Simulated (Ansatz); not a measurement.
Consider the redistribution: `N[SiH2]S[SiH](N)F` + `C=C1C[SiH2]1` → `N[SiH2]S[SiH2]N` + `F/C=C1/C[SiH2]1`.

Computed with Ansatz on PBE0-D4/def2-TZVP structures; ΔE is electronic, products minus reactants. CCSD(T)/CBS adds triple-zeta CCSD(T) − MP2 to the extrapolated MP2 energy (def2 sets, frozen cores). DFT in def2-TZVPP. Each species was taken in one conformer, which may not be the lowest.

CCSD(T)/CBS gives +2.33 eV.

(1) Another level gave +2.19 eV. Which?
A. MP2/def2-TZVPP
B. ωB97X-V/def2-TZVPP
C. PBE-D4/def2-TZVPP
D. CCSD/def2-TZVPP

Largest T1 diagnostic among the species: 0.013.

## Answers

(1) B. ωB97X-V 2.19, MP2/def2-TZVPP 2.36, PBE-D4 2.07, CCSD/def2-TZVPP 2.30 eV.

The D4 term adds +0.04 eV with B3LYP and +0.02 eV with PBE0; it sums over pairs of atoms, weighted by their polarisabilities, and B3LYP, whose exchange is more repulsive, gets the larger term. From PBE to PBE0 (25 % exact exchange), in def2-TZVPP and without D4, ΔE moves by +0.09 eV.

CCSD(T)/CBS has its own doubt, a few kJ/mol and more with outer-core shells, so smaller differences from it don't rank the levels.

B3LYP here is the variant with VWN-RPA as its local correlation; programs differ in this.
